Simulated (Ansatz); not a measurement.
Basis-set series for CH$_{4}$ClFSSi, SMILES `CS[SiH](F)Cl`. The species carries charge 0 and has multiplicity 1. All single points use the PBE0-D4/def2-TZVP geometry. It is one conformer, not always the lowest.

| atom | x (Å) | y (Å) | z (Å) |
| --- | --- | --- | --- |
| C1 | 0.0134 | -0.0721 | -1.5338 |
| S2 | -0.8127 | 1.0249 | -0.3408 |
| Si3 | -0.0763 | 0.2513 | 1.4619 |
| F4 | 1.4987 | 0.4466 | 1.5851 |
| Cl5 | -0.3786 | -1.7645 | 1.6103 |
| H6 | -0.3371 | 0.2331 | -2.5187 |
| H7 | 1.0946 | 0.0449 | -1.4859 |
| H8 | -0.2650 | -1.1099 | -1.3580 |
| H9 | -0.7370 | 0.9456 | 2.5800 |

```
functional       basis  functions  energy (Eh)  HOMO (eV)  LUMO (eV)
   PBE0-D4  def2-TZVPP        244  -1287.94045      -7.56      -0.27
   PBE0-D4  def2-QZVPP        444  -1287.98403      -7.59      -0.47
   ωB97M-V  def2-TZVPP        244  -1288.37943      -9.75       1.65
   ωB97M-V  def2-QZVPP        444  -1288.42071      -9.79       1.20
```

Give the rows for def2-SVP. (Best estimate.)

Ansatz gave: 
| functional | basis | functions | energy (Eh) | HOMO (eV) | LUMO (eV) |
| --- | --- | --- | --- | --- | --- |
| PBE0-D4 | def2-SVP | 102 | -1287.36019 | -7.50 | 0.19 |
| ωB97M-V | def2-SVP | 102 | -1287.79690 | -9.66 | 2.26 |

Positive LUMOs are unbound and depend on the basis.
